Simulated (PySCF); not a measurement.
FH7OSi3, SMILES O[SiH2][Si@H](F)[SiH3]. Atoms are numbered in the order given.

```xyz
12

O     -0.4661     2.1668    -0.4913
Si    -1.2936     1.1121     0.5150
Si    -0.2835    -0.9311    -0.0442
F     -0.1823    -1.8738     1.2933
Si     1.8618    -0.4319    -0.8530
H     -0.6667     3.1049    -0.4211
H     -1.0688     1.4264     1.9630
H     -2.7709     1.1589     0.2695
H     -1.0676    -1.6922    -1.0658
H      2.5813     0.4503     0.1141
H      2.6595    -1.6808    -1.0553
H      1.7179     0.2732    -2.1623
```

Coordinates come from a PBE0-D3(BJ)/def2-SVP optimisation. The structure was generated by enumeration; whether it is a known compound was not checked. The values are those of a single conformer.

Calculation: PBE0/def2-TZVP in PySCF.

Computed frontier levels, gap, dipole moment and polarisability:
```yaml
highest_occupied_level: -7.73 eV
lowest_empty_level: -1.21 eV
orbital_gap: 6.52 eV
dipole_moment: 2.28 D
quadrupole, principal values (traceless, Buckingham form, about the centre of nuclear charge): -6.60, -1.58, 8.18 D·Å
mean_static_polarisability: 87.7 bohr³ (12.99 Å³)
polarisability_principal_values: 73.3, 82.7, 107.1 bohr³
```
